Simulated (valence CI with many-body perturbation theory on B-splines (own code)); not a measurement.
# E1 line list for Mn¹⁰⁺

Level of theory: configuration interaction combined with many-body perturbation theory (CI+MBPT): five valence electrons over a frozen Dirac-Fock core [Ne], a basis of 9 s, 9 p, 8 d, 6 f, 3 g, 1 h functions for each j, with the one-electron correlation potential Σ1 (screened to all orders), the two-electron term Σ2, the three-electron term Σ3, Breit, model QED; selected single and double excitations, second order for the rest, scaled by the run's own slope (own B-spline code, finite nucleus).

No measured levels were compared; by estimate levels of excited configurations hold to 0.05 to 0.15 % of their energy, terms of the ground configuration to about 0.5 %. Among the levels kept, up to 660 cm⁻¹ of a level comes from second order outside the variational space, and about a tenth of that is noise between levels of different J, which matters for small intervals.

Lines 1 to 50 of 174 in falling wavelength, among levels below 74.912 eV, chosen from the strongest by gf and those to the six lowest levels. Wavelengths and rates use the calculated energies, so an error of 200 cm⁻¹ moves a line at 1998 Å by 0.4 % and its rate by three times that or more. Electric multipoles are in the length gauge, E1 and E2 with the static RPA response of the core. Weak lines are less certain than strong ones. Lines between different terms over intervals too small for the method are left out, as are lines whose strength nearly cancels. The highest levels of a list are the least certain.

Names give the largest LS component (configuration and term), which can be under half, so a name can repeat, a term be missing and a line seem to break the LS rules; names also repeat where a configuration has a term twice. Letters in brackets count levels of one name in rising energy.

```tsv
λ vac (Å)	Upper	Lower	A (s⁻¹)	S (a.u.) with core polarisation	S without
1998	3p5 2P°_3/2	3s2 3p2 3d 2S_1/2	1.08e+05	1.69e-03	1.77e-03
1925	3p5 2P°_3/2	3s2 3p2 3d 2P_3/2 [c]	2.74e+05	3.86e-03	4.00e-03
1719	3p5 2P°_3/2	3s2 3p2 3d 2P_1/2 [b]	2.57e+05	2.58e-03	2.68e-03
1614	3p5 2P°_1/2	3s2 3p2 3d 2S_1/2	9.87e+05	4.09e-03	4.26e-03
1566	3p5 2P°_1/2	3s2 3p2 3d 2P_3/2 [c]	4.21e+05	1.60e-03	1.66e-03
1362	3p5 2P°_3/2	3s2 3p2 3d 2D_5/2 [b]	1.05e+06	5.25e-03	5.47e-03
1169	3p5 2P°_1/2	3s2 3p2 3d 2D_3/2 [b]	3.14e+06	4.95e-03	5.16e-03
1103	3p5 2P°_3/2	3s2 3p2 3d 2D_5/2 [a]	1.69e+06	4.49e-03	4.68e-03
1013	3s 3p3 3d 6D°_5/2	3s2 3p2 3d 4P_3/2	2.96e+05	9.13e-04	9.47e-04
973.2	3s 3p3 3d 6D°_7/2	3s2 3p2 3d 4P_5/2	4.10e+05	1.49e-03	1.55e-03
896.6	3p5 2P°_1/2	3s2 3p2 3d 2D_3/2 [a]	3.27e+06	2.32e-03	2.42e-03
893.6	3p5 2P°_3/2	3s2 3p2 3d 2P_1/2 [a]	8.86e+06	1.25e-02	1.30e-02
847.6	3p5 2P°_1/2	3s2 3p2 3d 4P_1/2	2.85e+06	1.71e-03	1.78e-03
822.1	3p5 2P°_3/2	3s2 3p2 3d 2P_3/2 [b]	5.93e+07	6.51e-02	6.77e-02
807.6	3p5 2P°_1/2	3s2 3p2 3d 2P_1/2 [a]	4.32e+07	2.25e-02	2.34e-02
748.8	3p5 2P°_1/2	3s2 3p2 3d 2P_3/2 [b]	2.75e+07	1.14e-02	1.19e-02
613.0	3s 3p3 3d 6D°_3/2	3s2 3p2 3d 4D_3/2	1.10e+06	5.02e-04	5.20e-04
603.4	3s 3p3 3d 6D°_9/2	3s2 3p2 3d 2F_7/2 [a]	6.40e+05	6.94e-04	7.19e-04
586.2	3s 3p3 3d 6D°_9/2	3s2 3p2 3d 4F_9/2	4.68e+06	4.65e-03	4.83e-03
577.6	3p5 2P°_3/2	3s2 3p2 3d 4D_3/2	2.64e+06	1.01e-03	1.05e-03
570.0	3s 3p3 3d 6D°_7/2	3s2 3p2 3d 4F_7/2	3.01e+06	2.20e-03	2.28e-03
567.9	3s 3p3 3d 6D°_9/2	3s2 3p2 3d 4F_7/2	1.17e+06	1.06e-03	1.10e-03
557.5	3s 3p3 3d 6D°_5/2	3s2 3p2 3d 4F_5/2	1.49e+06	7.65e-04	7.94e-04
556.2	3s 3p3 3d 6D°_7/2	3s2 3p2 3d 4F_5/2	8.66e+05	5.88e-04	6.11e-04
555.3	3s 3p4 4P_5/2	3s2 3p3 2P°_3/2	1.66e+06	8.44e-04	8.77e-04
540.4	3p5 2P°_1/2	3s2 3p2 3d 4D_3/2	3.17e+06	4.93e-04	5.13e-04
537.9	3p5 2P°_1/2	3s2 3p2 3d 4D_1/2	7.59e+06	1.17e-03	1.21e-03
532.5	3s 3p4 4P_3/2	3s2 3p3 2P°_3/2	6.53e+06	1.95e-03	2.02e-03
522.5	3s 3p4 4P_1/2	3s2 3p3 2P°_3/2	9.94e+05	1.40e-04	1.44e-04
519.8	3s 3p4 4P_3/2	3s2 3p3 2P°_1/2	7.00e+04	1.94e-05	2.03e-05
510.3	3s 3p4 4P_1/2	3s2 3p3 2P°_1/2	6.06e+06	7.94e-04	8.24e-04
476.3	3p5 2P°_3/2	3s 3p4 2S_1/2	2.73e+06	5.83e-04	5.94e-04
473.9	3s 3p4 4P_5/2	3s2 3p3 2D°_5/2	1.48e+07	4.68e-03	4.86e-03
466.6	3s 3p4 4P_5/2	3s2 3p3 2D°_3/2	7.35e+06	2.21e-03	2.30e-03
457.2	3s 3p4 4P_3/2	3s2 3p3 2D°_5/2	2.68e+06	5.06e-04	5.24e-04
450.7	3p5 2P°_1/2	3s 3p4 2S_1/2	8.41e+08	7.60e-02	7.91e-02
450.4	3s 3p4 4P_3/2	3s2 3p3 2D°_3/2	6.95e+05	1.25e-04	1.30e-04
447.4	3p5 2P°_3/2	3s 3p4 2P_1/2	5.08e+08	8.97e-02	9.34e-02
443.2	3s 3p4 4P_1/2	3s2 3p3 2D°_3/2	3.06e+06	2.63e-04	2.73e-04
438.7	3p5 2P°_3/2	3s2 3p2 3d 2P_3/2 [a]	1.93e+09	3.21e-01	3.34e-01
424.8	3p5 2P°_1/2	3s 3p4 2P_1/2	9.46e+08	7.16e-02	7.43e-02
417.0	3p5 2P°_1/2	3s2 3p2 3d 2P_3/2 [a]	1.29e+09	9.21e-02	9.57e-02
415.4	3s 3p4 2D_3/2	3s2 3p3 2P°_3/2	9.72e+06	1.38e-03	1.42e-03
413.0	3s 3p4 2D_5/2	3s2 3p3 2P°_3/2	4.57e+08	9.53e-02	9.91e-02
407.6	3s 3p4 2D_3/2	3s2 3p3 2P°_1/2	2.43e+08	3.24e-02	3.37e-02
393.8	3s 3p4 4P_5/2	3s2 3p3 4S°_3/2	1.39e+09	2.51e-01	2.61e-01
382.2	3s 3p4 4P_3/2	3s2 3p3 4S°_3/2	1.50e+09	1.65e-01	1.72e-01
377.0	3s 3p4 4P_1/2	3s2 3p3 4S°_3/2	1.57e+09	8.33e-02	8.65e-02
368.0	3s 3p4 2D_3/2	3s2 3p3 2D°_5/2	5.40e+07	5.31e-03	5.52e-03
366.2	3s 3p4 2D_5/2	3s2 3p3 2D°_5/2	2.38e+09	3.46e-01	3.60e-01
```
